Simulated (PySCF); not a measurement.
C5H8O2S.
Atom-mapped SMILES: `[CH3:1][C:2]#[C:3][CH2:4][S:5]([CH3:6])(=[O:7])=[O:8]` (hydrogens: H9, H10, H11 on C1; H12, H13 on C4; H14, H15, H16 on C6)

Cartesian coordinates in Å at the PBE0-D3(BJ)/def2-SVP level; atoms count from 1:
```
atom  x, y, z in Å
C1     3.0309    0.0942    0.7915
C2     1.8096    0.2389    0.0195
C3     0.7963    0.3505   -0.6366
C4    -0.4460    0.4594   -1.3655
S5    -1.7630   -0.6180   -0.7147
C6    -1.9763   -0.0668    0.9678
O7    -2.9691   -0.2834   -1.4664
O8    -1.2576   -1.9840   -0.6823
H9     3.3690    1.0633    1.1897
H10    3.8413   -0.3222    0.1735
H11    2.8768   -0.5861    1.6436
H12   -0.8626    1.4787   -1.3765
H13   -0.3643    0.1128   -2.4090
H14   -2.3169    0.9760    0.9669
H15   -1.0294   -0.1886    1.5079
H16   -2.7505   -0.7244    1.3847
```

Computed with PySCF at CAM-B3LYP/def2-SVPD, non-relativistic, on one gas-phase PBE0-D3(BJ)/def2-SVP geometry that isn't relaxed in the solvent. The solvent is an IEF-PCM continuum (van der Waals radii × 1.2). Only the electrostatic response of the medium enters.

Gas phase at CAM-B3LYP/def2-SVPD: HOMO -9.06 eV, LUMO 0.77 eV, dipole 5.38 D.

**Question.** What does the continuum do to the energy, the frontier levels and the dipole at CAM-B3LYP/def2-SVPD in chloroform and methanol?

**Answer.** 
```tsv
solvent	ε	E(solvent) − E(gas) (kcal/mol)	polarisation term (kcal/mol)	distortion of the solute (kcal/mol)	HOMO (eV)	LUMO (eV)	dipole (D)
chloroform	4.711	-9.28	-10.50	1.22	-8.97	0.96	6.47
methanol	32.61	-12.68	-15.06	2.38	-8.96	0.97	6.90
```

The first energy column is the sum of the next two and covers electrostatics alone. The atom shares or the degeneracy of the LUMO differ from the gas phase in methanol, so that column needn't follow one orbital. From chloroform to methanol the lowering changes by a factor 1.37, Onsager's factor (ε − 1)/(2ε + 1) by 1.34 and ε itself by 6.9.

**Question.** Which radius a makes the point-dipole formula ΔE = −[(ε − 1)/(2ε + 1)]·μ²/a³ give the value in methanol, with the gas-phase dipole?

**Answer.** μ = 2.118 au and |ΔE| = 0.02021 Eh give a = 2.50 Å; the farthest nucleus lies 3.86 Å from the centroid of the nuclei, so such a sphere wouldn't even hold the nuclei. The formula assumes a rigid point dipole at the centre of a sphere.

**Question.** Give the dipole vector in the frame of the coordinates (D, pointing from negative to positive charge), gas and methanol.

**Answer.** Gas (3.15, 3.22, 2.95), solvent (3.77, 4.34, 3.81). Its length changes by +28 % and its direction by 3°.

**Question.** How does the static polarisability (CAM-B3LYP/def2-SVPD, frozen core, with the continuum's full static response) change?

**Answer.** 
| medium | isotropic (au) | principal values (au) | ⟨r²⟩ of the electrons (bohr²) |
| --- | --- | --- | --- |
| gas | 87.9 | 71.6, 76.4, 115.6 | 1415.4 |
| chloroform | 107.2 | 88.9, 93.4, 139.2 | 1414.8 |
| methanol | 116.2 | 98.3, 101.7, 148.6 | 1414.7 |

The isotropic value in methanol is 1.32 times the gas-phase one; no cavity-field correction is applied. ⟨r²⟩ is taken about the centre of nuclear charge.
